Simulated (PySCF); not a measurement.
Harmonic spectrum computed at PBE0 in the def2-SVP basis family (core potentials from Rb on, PySCF, no spin–orbit coupling):

| symmetry | ω (cm⁻¹) | IR (km/mol) |
| --- | --- | --- |
| a' | 115 | 4.5 |
| a' | 220 | 8.3 |
| a' | 707 | 0.4 |

Task: Which molecule gave it? In each, all ligands are bound to the one heavy central atom.
A. IPdN (triplet)
B. IMoN (triplet)
C. IReN (quartet)
D. IWN (triplet)
E. IIrN (doublet)

Result: A. It has Cs symmetry with Pd–I 2.536 Å, Pd–N 1.756 Å.
